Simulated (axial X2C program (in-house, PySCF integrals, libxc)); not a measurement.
**AgCl: the levels of the configuration d9 s1 p(π)0**

Computed with an axial X2C code built on PySCF integrals: two-component X2C with atomic mean-field Coulomb and Gaunt terms, basis Ag dyall-v3z, Cl dyall-av3z (cores contracted in-house). Orbitals come from Hartree–Fock averaged over the configuration Ag d9 s1 p(π)0; CI then distributes these electrons over the d, s, p(π) shells of Ag.

R = 2.373 Å (near the minimum of the configuration average).

Lowest levels of this model:

```tsv
Ω	energy (cm⁻¹)	g∥	μ (D)	configuration
0	0	0.00	-6.58	97% d10
0	14742	0.00	-3.16	100% d9 s1
1	14857	3.84	-3.15	100% d9 s1
2	18242	5.89	-3.51	100% d9 s1
0	18667	0.00	-3.43	99% d9 s1
1	19161	1.94	-3.48	100% d9 s1
0	21026	0.00	-3.32	100% d9 s1
3	21121	8.00	-4.03	100% d9 s1
2	22098	4.04	-4.01	100% d9 s1
0	22398	0.00	-3.16	99% d9 s1
1	23510	1.66	-3.56	99% d9 s1
1	25484	0.56	-3.86	100% d9 s1
```

g∥ is the magnitude of 2⟨Lz + ge Sz⟩ for the +Ω component. μ is positive if the Cl end is positive.

This point took 3.8 s on 1 thread of Arm Neoverse N1, with other jobs on the host.

Dynamic correlation is missing, so gaps between terms are too wide and other configurations may lie lower; the lowest level listed is that of this model, not necessarily the ground state. The lowest levels belong to d10, not to the averaged configuration, so orbitals and distance suit them less well. For d shells the ligand-field splittings (σ, π, δ) and their order can be off by a thousand cm⁻¹ or more. At most 4 roots were kept for each Ω > 0 (twice that for Ω = 0) within 3.2 eV of the lowest, so higher up levels can be missing between those listed; levels with Ω > 0 are doubly degenerate and listed once, Ω = 0 levels singly. Some active spinors are only partly of the character that their shell is named for, so the shell names and counts are nominal. States that fill the shells left empty in the average are placed too high.
